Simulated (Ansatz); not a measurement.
Consider the ligand exchange at the Si–C bond: `N[SiH](F)CCl` + `N[SiH](S)Cl` → `N[Si@H](F)S[Si@@H](N)Cl` + `CCl`.

Isolated molecules relaxed with PBE0-D4/def2-TZVP in Ansatz; ΔE leaves out vibrations. CCSD(T)/CBS adds triple-zeta CCSD(T) − MP2 to the extrapolated MP2 energy (def2 sets, frozen cores). This one scheme is used for every species. DFT in def2-TZVPP. One conformer a species, not always the lowest.

`N[SiH](F)CCl`:

Cartesian coordinates in Å:
```
N -0.614 -1.099 1.030
Si 0.150 0.348 0.613
F 1.643 0.484 1.191
C 0.381 0.462 -1.242
Cl -1.200 0.578 -2.061
H -0.418 -1.983 0.593
H -1.173 -1.195 1.859
H -0.629 1.472 1.173
H 0.960 1.345 -1.512
H 0.900 -0.411 -1.642
```

`N[SiH](S)Cl`:

Z-matrix (Å, degrees):
```
Si
S 1 2.123
Cl 1 2.069 2 107.8
N 1 1.694 2 105.5 3 124.8
H 1 1.477 2 115.1 3 -116.6
H 2 1.343 1 94.3 3 27.8
H 4 1.007 1 120.7 2 158.7
H 4 1.007 1 121.2 2 -50.3
```

`N[Si@H](F)S[Si@@H](N)Cl`:

```xyz
13

N    -1.689   -0.282    1.012
Si   -0.711    1.096    1.142
F    -1.094    2.028   -0.097
S     1.338    0.543    1.180
Si    1.365   -0.810   -0.467
N     0.652   -0.082   -1.815
Cl    3.367   -1.278   -0.668
H    -2.635   -0.230    0.672
H    -1.511   -1.113    1.548
H    -0.887    1.953    2.335
H     0.691   -2.097   -0.209
H     0.778    0.893   -2.028
H     0.337   -0.620   -2.604
```

`CCl`:

Cartesian coordinates in Å:
```
C -0.099 -0.035 0.102
Cl 1.101 0.390 -1.132
H -0.168 -1.119 0.160
H -1.058 0.389 -0.185
H 0.224 0.374 1.056
```

| species | ωB97M-V energy (Eh) |
| --- | --- |
| `N[SiH](F)CCl` | -945.51400 |
| `N[SiH](S)Cl` | -1205.13934 |
| `N[Si@H](F)S[Si@@H](N)Cl` | -1650.59464 |
| `CCl` | -500.08594 |

Task: Work out ΔE.

Result: ΔE = (-1650.59464) + (-500.08594) − (-945.51400) − (-1205.13934) = -0.02724 Eh = -71.5 kJ/mol. CCSD(T)/CBS gives -72.0 kJ/mol.

Largest T1 diagnostic among the species: 0.011.

The D4 term adds −10.3 kJ/mol with B3LYP and −6.0 kJ/mol with PBE0; it sums over pairs of atoms, weighted by their polarisabilities, and B3LYP, whose exchange is more repulsive, gets the larger term.

B3LYP here is the variant with VWN-RPA as its local correlation; programs differ in this.
